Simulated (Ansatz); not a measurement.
Stepwise reaction of `[NH2][Y]([NH2])[F]` with water, as a gas-phase model of exchange steps in deposition or etching. ΔE in kJ/mol; ΔG adds harmonic PBE0-D4 terms to CCSD(T)/CBS, at 1 bar.

Gas-phase electronic energies from Ansatz, PBE0-D4/def2-TZVP geometries. CCSD(T)/CBS is the MP2 limit (def2-TZVPP, def2-QZVPP) plus CCSD(T) − MP2 in def2-TZVPP, frozen cores. This one scheme is used for every species. DFT in def2-TZVPP. B3LYP here is the variant with VWN-RPA as its local correlation; programs differ in this. Elements past krypton have def2 core potentials. For Y outer-core shells are correlated without core-valence functions, which leaves a few kJ/mol of doubt a bond. One conformer a species, not always the lowest.

```tsv
step	reaction	PBE-D4	B3LYP-D4	ωB97M-V	CCSD(T)/CBS	ΔG(400 K)
1	`[NH2][Y]([NH2])[F]` + H₂O → `[NH2][Y]([OH])[F]` + NH₃	-75.6	-80.0	-80.2	-77.4	-77.0
```

(1) Give the row of step 2, `[NH2][Y]([OH])[F]` + H₂O → `[OH][Y]([OH])[F]` + NH₃. (Best estimate.)

(2) By hand: ΔE of the 2 steps together at CCSD(T)/CBS.

Answers

(1) The calculation gave: 
```
step                                              reaction  PBE-D4  B3LYP-D4  ωB97M-V  CCSD(T)/CBS  ΔG(400 K)
   2  `[NH2][Y]([OH])[F]` + H₂O → `[OH][Y]([OH])[F]` + NH₃   -72.1     -76.8    -77.1        -74.7      -70.8
```

(2) (-77.4) + (-74.7) = -152.1 kJ/mol, or -76.1 kJ/mol a step.

In ΔE the steps differ by no more than 2.7 kJ/mol. All are downhill at CCSD(T)/CBS. ΔG lies between -77.0 and -70.8 kJ/mol a step. PBE-D4 differs from CCSD(T)/CBS by 1.8 to 2.6 kJ/mol a step. Isolated molecules leave out the surface, adducts and barriers. Largest T1 diagnostic: 0.014.
